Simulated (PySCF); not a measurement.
Isomers of C5H12OSi2, one conformer each; single-point electronic energies without zero-point terms and without any empirical dispersion term.

Level: PBE0/pcSseg-1 in PySCF, non-relativistic, each on one gas-phase PBE0-D3(BJ)/def2-SVP geometry that isn't relaxed in the solvent. The solvent is an IEF-PCM continuum (cavity from Bondi-type radii × 1.2). Only the electrostatic response of the medium enters.

| isomer | relative energy, gas (kcal/mol) | dipole (D) |
| --- | --- | --- |
| `C=C[Si]1(O[SiH3])CCC1` | 0.0 | 0.59 |
| `C#C[SiH2]O[SiH2]C(C)C` | 17.2 | 1.72 |
| `CC(C)[Si@H](O)C#C[SiH3]` | 29.1 | 1.56 |
| `C#CC[C@@H](C)[SiH2]O[SiH3]` | 30.3 | 0.66 |
| `CCCO[SiH2]C#C[SiH3]` | 45.0 | 1.20 |

Problem. How do the relative energies look in chloroform (ε = 4.711)?

Solution. 
```tsv
isomer	relative energy, solvent (kcal/mol)	E(solvent) − E(gas) (kcal/mol)	dipole in solvent (D)
`C=C[Si]1(O[SiH3])CCC1`	0.0	-1.5	0.73
`C#C[SiH2]O[SiH2]C(C)C`	16.6	-2.1	2.05
`CC(C)[Si@H](O)C#C[SiH3]`	27.2	-3.4	1.83
`C#CC[C@@H](C)[SiH2]O[SiH3]`	29.2	-2.6	0.76
`CCCO[SiH2]C#C[SiH3]`	44.6	-2.0	1.49
```

The order is unchanged. Conformers: `[CH2:1]=[CH:2][Si:3]1([O:4][SiH3:5])[CH2:6][CH2:7][CH2:8]1` with C1–C2–Si3–O4 -133°, C2–Si3–O4–Si5 -172°, C2–Si3–C6–C7 94°, Si3–C6–C7–C8 23°, C6–C7–C8–Si3 -23°, C2–Si3–C8–C7 -93°; `[CH:1]#[C:2][SiH2:3][O:4][SiH2:5][CH:6]([CH3:7])[CH3:8]` with C2–Si3–O4–Si5 4°, Si3–O4–Si5–C6 28°, O4–Si5–C6–C7 180°; `[CH3:1][CH:2]([CH3:3])[Si@H:4]([OH:5])[C:6]#[C:7][SiH3:8]` with C1–C2–Si4–O5 -179°, C2–Si4–O5–H -89°; `[CH:1]#[C:2][CH2:3][C@@H:4]([CH3:5])[SiH2:6][O:7][SiH3:8]` with C2–C3–C4–C5 60°, C3–C4–Si6–O7 -60°, C4–Si6–O7–Si8 -70°; `[CH3:1][CH2:2][CH2:3][O:4][SiH2:5][C:6]#[C:7][SiH3:8]` with C1–C2–C3–O4 180°, C2–C3–O4–Si5 180°, C3–O4–Si5–C6 -58°. `CC(C)[Si@H](O)C#C[SiH3]` gains most from the continuum, while `C#C[SiH2]O[SiH2]C(C)C` has the largest gas-phase dipole. The gains span 1.9 kcal/mol, the gas-phase energies 45.0 kcal/mol.
